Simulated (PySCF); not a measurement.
CdTe (SMILES [Cd]=[Te]), singlet, geometry from GFN2-xTB (such geometries of metal compounds can be far from the true shape) (core potentials on Cd, Te), with bond 1-2 at 1.4 times its length; CASSCF(2,2)/def2-SVP in PySCF.

Here is a job for PySCF.
```python
from pyscf import gto, scf, mcscf, mp
import numpy

mol = gto.Mole()
mol.atom = '''
    Cd    0.00000000    0.00000000   -2.30527142
    Te    0.00000000    0.00000000    1.20275031
'''
mol.basis = 'def2-svp'
mol.ecp = {'Cd': 'def2-svp', 'Te': 'def2-svp'}
mol.verbose = 4
mol.build()

mf = scf.RHF(mol)
mf.kernel()
mc = mcscf.CASSCF(mf, 2, 2)
mc.fix_spin_(ss=0.0)
noons, natorbs = mcscf.addons.make_natural_orbitals(mp.MP2(mf).run())
mc.kernel(natorbs)
occ = numpy.linalg.eigvalsh(mc.fcisolver.make_rdm1(mc.ci, mc.ncas, mc.nelecas))[::-1]
ss = mc.fcisolver.spin_square(mc.ci, mc.ncas, mc.nelecas)[0]
print('natural occupations', occ.round(4), ' <S^2>', round(ss, 4))
```

Output, abridged:

```
PySCF version 2.14.0

[INPUT] verbose = 4
[INPUT] num. atoms = 2
[INPUT] num. electrons = 44
[INPUT] charge = 0
[INPUT] spin (= nelec alpha-beta = 2S) = 0
[INPUT] symmetry False subgroup None
[INPUT] Mole.unit = angstrom
[INPUT] Symbol           X                Y                Z      unit          X                Y                Z       unit  Magmom
[INPUT]  1 Cd     0.000000000000   0.000000000000  -2.305271420000 AA    0.000000000000   0.000000000000  -4.356331626587 Bohr   0.0
[INPUT]  2 Te     0.000000000000   0.000000000000   1.202750310000 AA    0.000000000000   0.000000000000   2.272868682136 Bohr   0.0

nuclear repulsion = 72.4069235573407
number of shells = 21
number of NR pGTOs = 118
number of NR cGTOs = 57
basis = def2-svp
ecp = {'Cd': 'def2-svp', 'Te': 'def2-svp'}

******** <class 'pyscf.scf.hf.RHF'> ********
method = RHF
initial guess = minao
damping factor = 0
level_shift factor = 0
DIIS = <class 'pyscf.scf.diis.CDIIS'>
diis_start_cycle = 1
diis_space = 8
diis_damp = 0
SCF conv_tol = 1e-09
SCF conv_tol_grad = None
SCF max_cycles = 50
direct_scf = True
direct_scf_tol = 1e-13
Set gradient conv threshold to 3.16228e-05
Initial guess from minao.
init E= -390.310644815013
  HOMO = -1.22658846687179  LUMO = -1.10975344348168  gap/eV = 3.17924
cycle= 1 E= -432.367435850491  delta_E= -42.1  |g|= 2.26  |ddm|= 7.54
  HOMO = -0.0460330840245243  LUMO = -0.0345515213085932  gap/eV = 0.31243
cycle= 2 E= -430.540484225755  delta_E= 1.83  |g|= 1.85  |ddm|= 5.99
  HOMO = -0.444552823565722  LUMO = -0.0843364823159618  gap/eV = 9.80199
cycle= 3 E= -433.108050238334  delta_E= -2.57  |g|=    1  |ddm|= 4.53
  HOMO = -0.234444716473448  LUMO = -0.149457074628503  gap/eV = 2.31263
cycle= 4 E= -433.631101047788  delta_E= -0.523  |g|= 0.381  |ddm|= 1.55
  HOMO = -0.219304222856468  LUMO = -0.105042059770524  gap/eV = 3.10923
cycle= 5 E= -433.768437235218  delta_E= -0.137  |g|= 0.101  |ddm|= 0.918
  HOMO = -0.260490185274683  LUMO = -0.0736102970833485  gap/eV = 5.08526
cycle= 6 E= -433.784809351682  delta_E= -0.0164  |g|= 0.0707  |ddm|= 0.419
  HOMO = -0.283344836902148  LUMO = -0.066604807974822  gap/eV = 5.89780
cycle= 7 E= -433.789817718131  delta_E= -0.00501  |g|= 0.0346  |ddm|= 0.207
  HOMO = -0.297086066010287  LUMO = -0.0607476439813732  gap/eV = 6.43110
cycle= 8 E= -433.791066557887  delta_E= -0.00125  |g|= 0.0065  |ddm|= 0.151
  HOMO = -0.297584390897366  LUMO = -0.0614074786609038  gap/eV = 6.42670
cycle= 9 E= -433.791097083273  delta_E= -3.05e-05  |g|= 0.00131  |ddm|= 0.018
  HOMO = -0.297420964756191  LUMO = -0.0609577096877914  gap/eV = 6.43449
cycle= 10 E= -433.791098006283  delta_E= -9.23e-07  |g|= 0.000793  |ddm|= 0.00441
  HOMO = -0.297209655335829  LUMO = -0.0609066221836674  gap/eV = 6.43013
cycle= 11 E= -433.791098239365  delta_E= -2.33e-07  |g|= 0.000223  |ddm|= 0.00129
  HOMO = -0.297127412802483  LUMO = -0.0609234626806856  gap/eV = 6.42744
cycle= 12 E= -433.791098268376  delta_E= -2.9e-08  |g|= 2.79e-05  |ddm|= 0.000627
  HOMO = -0.297128917195839  LUMO = -0.0609221487862213  gap/eV = 6.42751
cycle= 13 E= -433.791098269582  delta_E= -1.21e-09  |g|= 7.43e-06  |ddm|= 0.000141
  HOMO = -0.297130030895355  LUMO = -0.0609227207681524  gap/eV = 6.42753
cycle= 14 E= -433.791098269624  delta_E= -4.18e-11  |g|= 1.81e-06  |ddm|= 2.28e-05
  HOMO = -0.297130248292581  LUMO = -0.0609226920017116  gap/eV = 6.42753
Extra cycle  E= -433.791098269626  delta_E= -1.53e-12  |g|= 6.59e-07  |ddm|= 3.02e-06
converged SCF energy = -433.791098269626

******** <class 'pyscf.mp.mp2.RMP2'> ********
nocc = 22, nmo = 57
E(RMP2) = -434.264098552011  E_corr = -0.473000282384971
E(SCS-RMP2) = -434.22110259639  E_corr = -0.43000432676466
E_corr(same-spin) = -0.158764629343044
E_corr(oppo-spin) = -0.314235653041927

******** <class 'pyscf.mcscf.mc1step.CASSCF'> ********
CAS (1e+1e, 2o), ncore = 21, nvir = 34
max_cycle_macro = 50
max_cycle_micro = 4
conv_tol = 1e-07
conv_tol_grad = None
orbital rotation max_stepsize = 0.02
orbital rotation threshold for CI restart = 0.01
augmented hessian ah_max_cycle = 30
augmented hessian ah_conv_tol = 1e-12
augmented hessian ah_linear dependence = 1e-14
augmented hessian ah_level shift = 1e-08
augmented hessian ah_start_tol = 2.5
augmented hessian ah_start_cycle = 3
augmented hessian ah_grad_trust_region = 3
kf_trust_region = 3
kf_interval = 4
ci_response_space = 4
ci_grad_trust_region = 3
with_dep4 0
natorb = False
canonicalization = True
sorting_mo_energy = False
ao2mo_level = 2
internal_rotation = False
******** <class 'pyscf.fci.addons.SpinPenaltyFCISolver'> ********
max. cycles = 50
conv_tol = 1e-08
davidson only = True
linear dependence = 1e-12
level shift = 0.001
max iter space = 12
nroots = 1
pspace_size = 400
spin = None
CASCI E = -433.798567768482  S^2 = 0.0000000
Set conv_tol_grad to 0.000316228
macro iter   1 ( 21 JK    4 micro), CASSCF E = -433.803131439220  dE = -4.56367074e-03  S^2 = 0.0000000
               |grad[o]|=0.0389  |grad[c]|=0.0125  |ddm|=0.0471  |maxRot[o]|=0.238
macro iter   2 ( 18 JK    4 micro), CASSCF E = -433.805946937460  dE = -2.81549824e-03  S^2 = 0.0000000
               |grad[o]|=0.0282  |grad[c]|=0.00397  |ddm|=0.0379  |maxRot[o]|=0.172
macro iter   3 ( 15 JK    4 micro), CASSCF E = -433.805980526713  dE = -3.35892525e-05  S^2 = 0.0000000
               |grad[o]|=0.00228  |grad[c]|=0.000157  |ddm|=0.00645  |maxRot[o]|=0.0305
macro iter   4 (  4 JK    1 micro), CASSCF E = -433.805980567923  dE = -4.12106260e-08  S^2 = 0.0000000
               |grad[o]|=0.000156  |grad[c]|=5.4e-05  |ddm|=0.000325  |maxRot[o]|=0.000779
1-step CASSCF converged in   4 macro ( 58 JK  13 micro) steps
CASSCF canonicalization
Density matrix diagonal elements [1.90094387 0.09905613]
CASSCF energy = -433.805980567923
CASCI E = -433.805980567923  E(CI) = -0.937636336491551  S^2 = 0.0000000
natural occupations [1.9023 0.0977]  <S^2> 0.0
```
